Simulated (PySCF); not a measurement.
AsF3, SMILES F[As](F)F (connectivity only; charge and spin as stated), charge -1, multiplicity 2.

Geometry optimised at TPSSh-D3(BJ)/def2-SVPD. The spin state was assumed, not searched.

These are PySCF with ωB97X/def2-TZVPD values and carry that method's errors.

Isolated molecule, no solvent.

```yaml
total_energy: -2535.62847 hartree
point_group: C2v
"α spin, highest occupied and lowest empty level": -3.03 and 6.23 eV
"β spin, highest occupied and lowest empty level": -5.24 and 4.48 eV
dipole_moment_about_the_centre_of_nuclear_charge: 1.29 D
mean_static_polarisability: 45.2 bohr³ (6.70 Å³)
polarisability_principal_values: 39.5, 42.7, 53.4 bohr³
"⟨S²⟩": 0.755 (pure state 0.75)
```
